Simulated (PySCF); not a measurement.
# NdB at HSE06

Level: HSE06. basis Nd x2c-SVPall, B x2c-SVPall; spin-free X2C with a Gaussian nucleus; PySCF 2.14.

| Item | Value |
| --- | --- |
| state | octet, about 3.6 electrons in the 4f shell (Mulliken), real f orbitals that mix terms |
| bond length | 2.336 Å |
| harmonic wavenumber | 452 cm⁻¹ |
| force constant | 1.23 mdyn/Å |
| rotational constant Be | 0.3024 cm⁻¹ |
| well depth De to Nd (4f4 6s2) + B | 1.85 eV |
| dissociation energy D0 | 1.83 eV |
| bond order (Mayer) | 1.97 |
| dipole moment (positive dipole means Nd(−)B(+)) | -5.01 D |

Spin–orbit coupling is left out, which matters for elements this heavy, above all for dissociation energies. The state is the lowest single determinant that the PBE0 search found; with open d or f shells the true ground state can be another one.
